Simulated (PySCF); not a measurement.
C₂H₂F₂, charge +1, multiplicity 2. Atoms are numbered in the order given.

```xyz
6

C      0.0000     0.0000     1.4080
C      0.0000     0.0000    -0.0092
F      0.0000     1.0655    -0.6818
F      0.0000    -1.0655    -0.6818
H      0.0000    -0.9579     1.9403
H      0.0000     0.9579     1.9403
```
Charge +1, spin multiplicity 2.

Geometry optimised at B3LYP-D3(BJ)/def2-SVP. The spin state was assumed, not searched.

The numbers are results of SMD-M06-2X/def2-SVP in PySCF, not measurements.

Solvation free energies are E(SMD) − E(gas) at the gas-phase geometry, for 1 M in both phases.

| solvent | ΔG(solv) (kcal/mol) | its non-electrostatic (CDS) part |
|---|---|---|
| water | -69.8 | 4.3 |
| diethylether | (withheld) | (withheld) |
| 2-propanol | -69.2 | 1.8 |

Q: Complete the blanks. (Estimate from the structure and the level; the computed values follow.)

A: 
- diethylether, ΔG(solv) (kcal/mol): -55.7
- diethylether, its non-electrostatic (CDS) part: 1.0
